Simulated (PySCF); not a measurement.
C5H6S2.
Bonds: C1–S2, S2–C3, C3–C4 (aromatic), C4–C5 (aromatic), C5–S6 (aromatic), S6–C7 (aromatic), C3–C7 (aromatic). Hydrogens: H8, H9, H10 on C1; H11 on C4; H12 on C5; H13 on C7.

All values: wB97X-D/pcSseg-2 (PySCF, non-relativistic), on one gas-phase PBE0-D3(BJ)/def2-TZVP geometry that isn't relaxed in the solvent. The solvent is an IEF-PCM continuum (van der Waals radii × 1.2). Only the electrostatic response of the medium enters.

Gas phase at wB97X-D/pcSseg-2: HOMO -7.74 eV, LUMO 1.29 eV, dipole 0.98 D.

Task: What does the continuum do to the energy, the frontier levels and the dipole at wB97X-D/pcSseg-2 in chloroform?

Result: 
```tsv
solvent	ε	E(solvent) − E(gas) (kcal/mol)	polarisation term (kcal/mol)	distortion of the solute (kcal/mol)	HOMO (eV)	LUMO (eV)	dipole (D)
chloroform	4.711	-3.24	-3.59	0.35	-7.76	1.30	1.29
```

Polarisation term: ½ Σ q·V over the induced surface charges. Distortion: the rise of the solute's own energy as its density leaves the gas-phase optimum.

The run took 75 s on Arm Neoverse V1, one thread (shared host), and the process peaked at 1.8 GiB of memory. This is the whole shielding run at wB97X-D/pcSseg-2 in chloroform, SCF included.

Conformer computed: `[CH3:1][S:2][c:3]1[cH:4][cH:5][s:6][cH:7]1`: C1–S2–C3–C4 -179°.

wB97X-D is run here without its empirical dispersion term; that term would change no orbital, density or response property at a fixed geometry.
